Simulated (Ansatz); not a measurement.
`C#CCNCO` + `BBC` → `C#CBBC` + `CNCO`  (formal exchange of groups at a C–C bond)

Calculated with Ansatz (gas phase, PBE0-D4/def2-TZVP geometries, no zero-point term in ΔE). CCSD(T)/CBS is the MP2 limit (def2-TZVPP, def2-QZVPP) plus CCSD(T) − MP2 in def2-TZVPP, frozen cores. Functionals use def2-TZVPP. B3LYP here is the variant with VWN-RPA as its local correlation; programs differ in this. Each species was taken in one conformer, which may not be the lowest.

| level | ΔE (kJ/mol) | difference from CCSD(T)/CBS |
| --- | --- | --- |
| PBE-D4 | -78.5 | -3.1 |
| r2SCAN-D4 | -80.1 | -4.7 |
| PBE0-D4 | -75.9 | -0.5 |
| B3LYP-D4 | -78.4 | -3.0 |
| ωB97X-V | -70.8 | 4.6 |
| ωB97M-V | -73.6 | 1.8 |
| B2PLYP | -79.1 | -3.7 |
| PBE | -80.2 | -4.8 |
| r2SCAN | -80.6 | -5.2 |
| PBE0 | -77.4 | -2.0 |
| B3LYP | -81.0 | -5.6 |
| HF/def2-TZVPP | -74.5 | 0.9 |
| MP2/def2-TZVPP | -74.5 | 0.9 |
| SCS-MP2/def2-TZVPP | -73.5 | 1.9 |
| CCSD/def2-TZVPP | -73.6 | 1.8 |
| CCSD(T)/def2-TZVPP | -74.5 | 0.9 |
| HF/def2-QZVPP | -74.9 | 0.5 |
| MP2/def2-QZVPP | -75.1 | 0.3 |
| SCS-MP2/def2-QZVPP | -74.2 | 1.2 |
| HF/CBS(def2) | -75.0 | 0.4 |
| MP2/CBS(def2) | -75.3 | 0.1 |
| CCSD/CBS(def2) | -74.4 | 1.0 |
| CCSD(T)/CBS | -75.4 | 0 |

Largest T1 diagnostic among the species: 0.014.
